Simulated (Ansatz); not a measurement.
Relaxation of FH$_{4}$NOZn (8 atoms, charge 0, multiplicity 1), to a largest force component of 0.03 eV/Å in at most 50 steps.

Computed with RKS PBE0/def2-SVP in Ansatz.

```xyz
8
Properties=species:S:1:pos:R:3:forces:R:3
Zn -0.144 -0.901 0.195 0.79 0.79 -0.13
N 1.383 0.212 0.038 -1.12 -0.27 -0.02
O -1.576 -1.928 0.343 -0.04 -0.02 0.00
H -0.162 1.859 -0.422 1.27 -0.43 0.18
F -1.068 1.956 -0.507 -0.90 -0.04 -0.05
H 2.023 -0.046 -0.712 -0.01 0.00 0.02
H 1.940 0.298 0.886 -0.01 -0.01 -0.01
H -2.397 -1.451 0.178 0.01 -0.02 0.01
```

Problem. Where does it end, and by what steps?

Solution. The run converged. After 16 steps the energy has fallen by 1.220 eV; H4 moved furthest, 1.31 Å. Parted: H4–F5. Joined: Zn1–F5, N2–H4.

| step | energy less start (eV) | largest force component (eV/Å) | accepted |
| --- | --- | --- | --- |
| 0 | 0.0000 | 1.265 | yes |
| 1 | -0.2043 | 0.750 | yes |
| 2 | -0.3703 | 0.634 | yes |
| 3 | -0.4607 | 0.744 | yes |
| 4 | -0.4990 | 0.866 | yes |
| 5 | -0.5470 | 0.247 | yes |
| 6 | -0.6005 | 0.598 | yes |
| 7 | -0.7303 | 0.886 | yes |
| 8 | -0.8893 | 2.426 | yes |
| 9 | -1.1210 | 0.918 | yes |
| 10 | -1.1696 | 0.763 | yes |
| 11 | -1.1407 | 1.566 | no |
| 12 | -1.2086 | 0.141 | yes |
| 13 | -1.2164 | 0.109 | yes |
| 14 | -1.2193 | 0.126 | yes |
| 15 | -1.2200 | 0.040 | yes |
| 16 | -1.2204 | 0.021 | yes |

```xyz
8
Properties=species:S:1:pos:R:3
Zn -0.890 -0.070 -0.035
N 1.199 0.390 -0.017
O -1.359 -1.768 0.314
H 1.042 1.375 -0.250
F -1.173 1.664 -0.436
H 1.793 -0.026 -0.732
H 1.699 0.337 0.868
H -2.312 -1.901 0.287
```

Whether the end is a true minimum wasn't checked by a vibrational analysis.

The run took 15 s on 2 threads of AMD EPYC 9R45 96-Core Processor (Zen 5), with other jobs on the host, peak memory 0.21 GiB.
